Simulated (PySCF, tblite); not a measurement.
Species: C6H9P.
Geometry (GFN2-xTB, Å), atoms numbered from 1 in this order:
```xyz
16
C6H9P angstrom
C      3.178   -1.918    0.022
C      2.065   -1.484    0.108
C      0.740   -0.922    0.196
P      0.856    0.937    0.461
C     -0.846    1.370   -0.069
C     -1.079    2.139   -1.124
C     -1.933    0.872    0.835
H      4.144   -2.319   -0.048
H      0.214   -1.356    1.053
H      0.177   -1.132   -0.720
H      1.451    1.197   -0.781
H     -0.283    2.503   -1.753
H     -2.078    2.443   -1.395
H     -2.874    1.376    0.630
H     -1.659    1.038    1.877
H     -2.081   -0.200    0.697
```

Method used: CAM-B3LYP/def2-SVPD in PySCF (dipole) on a GFN2-xTB geometry, gas phase.

Masses are those of the commonest isotopes; rigid-rotor values at the optimised geometry. The values belong to one conformer with, in the numbering `[CH:1]#[C:2][CH2:3][PH:4][C:5](=[CH2:6])[CH3:7]`, C2–C3–P4–C5 161°, C3–P4–C5–C6 -117°.

Problem. Give the principal moments of inertia and the rotational constants in GHz.

Solution. Ia = 95.60, Ib = 472.48, Ic = 507.56 u·Å²; 505379 MHz·u·Å²/I gives 5286, 1070 and 995.7 MHz, that is A = 5.2865, B = 1.0696, C = 0.9957 GHz.

Problem. Classify the top.

Solution. A near-prolate asymmetric top: κ = (2 × 1070 − 5286 − 995.7)/(5286 − 995.7) = -0.97.

Problem. Is it planar, by Δ = Ic − Ia − Ib?

Solution. Not planar: Δ = Ic − Ia − Ib = -60.51 u·Å². For a rigid frame Δ = −2 Σ m c², so Σ m c² = 30.26 u·Å² lies off the ab plane: 5.67 from hydrogen and 24.58 from heavier atoms. The atom farthest from that plane is 1.41 Å away.

Problem. Give the other two planar moments, Paa and Pbb, and the rms extents of the mass along the axes.

Solution. Paa = Σ m a² = (Ib + Ic − Ia)/2 = 442.22 and Pbb = Σ m b² = (Ia + Ic − Ib)/2 = 65.34 u·Å². With the mass M = 112.04 u, the rms extents √(P/M) along a, b and c are 1.99, 0.76, 0.52 Å.

Problem. List the rotational levels J(Ka,Kc) to J = 5 (MHz).

Solution. Above 0(0,0):
J = 1: 1(0,1) 2065, 1(1,1) 6282, 1(1,0) 6356
J = 2: 2(0,2) 6195, 2(1,2) 10339, 2(1,1) 10561, 2(2,1) 23211, 2(2,0) 23212
J = 3: 3(0,3) 12387, 3(1,3) 16423, 3(1,2) 16867, 3(2,2) 29407, 3(2,1) 29412, 3(3,1) 50677, 3(3,0) 50677
J = 4: 4(0,4) 20639, 4(1,4) 24535, 4(1,3) 25274, 4(2,3) 37668, 4(2,2) 37682, 4(3,2) 58940, 4(3,1) 58940, 4(4,1) 88715, 4(4,0) 88715
J = 5: 5(0,5) 30946, 5(1,5) 34673, 5(1,4) 35782, 5(2,4) 47992, 5(2,3) 48026, 5(3,3) 69270, 5(3,2) 69270, 5(4,2) 99044, 5(4,1) 99044, 5(5,1) 137326, 5(5,0) 137326
Those of J = 1 are B + C, A + C and A + B.

Problem. Predict some low-J microwave lines.

Solution. The dipole components are |μa| = 0.90 D, |μb| = 0.64 D, |μc| = 0.93 D. Intensities carry the squares of the components, which stand as 0.94 : 0.48 : 1.00 (a : b : c). Some lines, for components of 0.1 D or more:

```csv
type,branch,"J(Ka,Kc)",MHz,lower level (cm⁻¹)
a,R,"1(0,1) ← 0(0,0)",2065,0.000
a,R,"2(1,2) ← 1(1,1)",4057,0.210
a,R,"2(0,2) ← 1(0,1)",4130,0.069
c,Q,"2(1,2) ← 2(0,2)",4144,0.207
a,R,"2(1,1) ← 1(1,0)",4205,0.212
c,Q,"1(1,1) ← 1(0,1)",4217,0.069
b,Q,"1(1,0) ← 1(0,1)",4291,0.069
b,Q,"2(1,1) ← 2(0,2)",4366,0.207
b,R,"1(1,1) ← 0(0,0)",6282,0.000
c,R,"1(1,0) ← 0(0,0)",6356,0.000
b,R,"2(1,2) ← 1(0,1)",8274,0.069
c,R,"2(1,1) ← 1(0,1)",8495,0.069
c,Q,"2(2,1) ← 2(1,1)",12651,0.352
b,Q,"2(2,0) ← 2(1,1)",12651,0.352
b,Q,"2(2,1) ← 2(1,2)",12872,0.345
b,R,"2(2,1) ← 1(1,0)",16855,0.212
c,R,"2(2,0) ← 1(1,0)",16856,0.212
c,R,"2(2,1) ← 1(1,1)",16929,0.210
b,R,"2(2,0) ← 1(1,1)",16930,0.210
```

Problem. Estimate the classical rotational partition function at 25 K, 200 K and 500 K.

Solution. Point group C1, symmetry number σ = 1; q = (√π/σ)·√((kT/h)³/(ABC)), k/h = 20836.6 MHz/K: 8880 at 25 K, 201000 at 200 K, 794000 at 500 K.

Its GFN2-xTB frequencies are all real (lowest 42 cm⁻¹). Zero-point vibration and centrifugal distortion are left out. A rigid rotor knows nothing of internal rotation, which can split or shift real lines.
